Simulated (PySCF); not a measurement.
**Polarisability and C₆ of Gd (gadolinium, neutral)**

[Xe] 4f7 5d1 6s2, high-spin 9D determinant. Calculation: PySCF 2.14, in ANO-R3 (9s8p7d5f3g1h, 141 functions); the spin-free X2C one-electron Hamiltonian (Gaussian nucleus). Coupled (time-dependent) response in atomic units; α is the mean over directions. The basis has no added diffuse functions, which lowers α and C₆.

```
method  mean α (bohr³)         α xx, yy, zz  C₆ (like pair)  S(−4)
 B3LYP           92.57  91.80, 91.80, 94.10            1320   3000
```

S(−4) is the Cauchy moment in α(ω) = α(0) + S(−4) ω² + …

Reference α: 158 ± 20 bohr³ (recommended; Schwerdtfeger and Nagle, table of static dipole polarizabilities (2023 update)). Published C₆: 2340 (Gould and Bucko (2016)).

Spin-orbit coupling is absent.

α(iu) at B3LYP:

| u (hartree) | α(iu) (bohr³) |
| --- | --- |
| 0 | 92.57 |
| 0.0500 | 85.81 |
| 0.100 | 71.31 |
| 0.200 | 45.07 |
| 0.300 | 30.06 |
| 0.500 | 16.71 |
| 0.750 | 10.21 |
| 1.00 | 7.122 |
| 1.50 | 4.180 |
| 2.00 | 2.806 |
| 3.00 | 1.562 |
| 5.00 | 0.7310 |

A single London oscillator, α(iu) = α/(1 + u²/ω²), gives C₆ = (3/4) ω α². Matching the computed C₆ needs ω = 4 × 1320 / (3 × 92.57²) = 0.205 hartree.

The components differ because the open shell of this determinant is not spherical; for a pure term their mean is the scalar polarisability.

Spin-orbit coupling, absent here, splits the open shell strongly.
